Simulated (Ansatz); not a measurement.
C₂H₆F₂Si₂ (`F[Si@H]1C[Si@H](F)C1`). Charge 0, multiplicity 1. The geometry is a stationary point of PBE0-D4/def2-TZVP.

```xyz
12

F    -2.482   -0.090    0.886
Si   -1.182    0.492    0.156
C     0.372    0.475    1.210
Si    1.232   -0.317   -0.260
F     2.083    0.761   -1.085
C    -0.411   -0.674   -1.098
H    -1.535    1.826   -0.388
H     0.281   -0.244    2.032
H     0.755    1.413    1.610
H     2.129   -1.468    0.009
H    -0.717   -1.710   -0.912
H    -0.524   -0.464   -2.161
```

What is the dipole moment at PBE/def2-TZVPP? (An estimate is asked.)

Computed: 0.75 D, with components (0.25, -0.67, 0.25) D in this frame, pointing from negative to positive charge.

And with r2SCAN, B3LYP, ωB97M-V? (Best estimate.)

Computed: r2SCAN 0.77 D, B3LYP 0.77 D, ωB97M-V 0.77 D.

Give the Mulliken charges with PBE, r2SCAN, ωB97M-V in def2-TZVPP. (Best estimate.)

Ansatz gave: 
```
atom    PBE  r2SCAN  ωB97M-V
  F1  -0.28   -0.33    -0.32
 Si2   0.51    0.63     0.59
  C3  -0.33   -0.39    -0.48
 Si4   0.51    0.63     0.59
  F5  -0.29   -0.33    -0.32
  C6  -0.33   -0.39    -0.48
  H7  -0.09   -0.10    -0.05
  H8   0.11    0.10     0.13
  H9   0.10    0.09     0.12
 H10  -0.09   -0.10    -0.05
 H11   0.11    0.10     0.13
 H12   0.10    0.09     0.12
```

B3LYP here is the variant with VWN-RPA as its local correlation; programs differ in this.
